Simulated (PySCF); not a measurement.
**Dipole response of B²⁺ (boron, charge +2)**

[He] 2s1, 2S determinant. Calculation: PySCF 2.14, in aug-cc-pVTZ with one added diffuse shell each of s, p, d, f type (6s5p4d3f, 62 functions); the non-relativistic Hamiltonian (point nucleus). Coupled (time-dependent) response in atomic units; α is the mean over directions.

| method | mean α (bohr³) | C₆ (like pair) | S(−4) |
| --- | --- | --- | --- |
| UHF | 7.912 | 11.11 | 153.3 |
| PBE | 6.970 | 9.257 | 118.8 |
| PBE0 | 7.185 | 9.673 | 126.2 |
| wB97M-V | 6.431 | 7.856 | 111.4 |
| M06-2X | 5.660 | 6.598 | 84.01 |

S(−4) is the Cauchy moment in α(ω) = α(0) + S(−4) ω² + …

α(iu) at wB97M-V:

```json
{"u (hartree)": "0", "α(iu) (bohr³)": "6.431"}
{"u (hartree)": "0.0500", "α(iu) (bohr³)": "6.165"}
{"u (hartree)": "0.100", "α(iu) (bohr³)": "5.489"}
{"u (hartree)": "0.200", "α(iu) (bohr³)": "3.856"}
{"u (hartree)": "0.300", "α(iu) (bohr³)": "2.632"}
{"u (hartree)": "0.500", "α(iu) (bohr³)": "1.390"}
{"u (hartree)": "0.750", "α(iu) (bohr³)": "0.7863"}
{"u (hartree)": "1.00", "α(iu) (bohr³)": "0.5173"}
{"u (hartree)": "1.50", "α(iu) (bohr³)": "0.2817"}
{"u (hartree)": "2.00", "α(iu) (bohr³)": "0.1805"}
{"u (hartree)": "3.00", "α(iu) (bohr³)": "0.09506"}
{"u (hartree)": "5.00", "α(iu) (bohr³)": "0.04247"}
```

For an ion, C₆ is the dispersion term alone; charge-induced terms of lower order in 1/R come first.
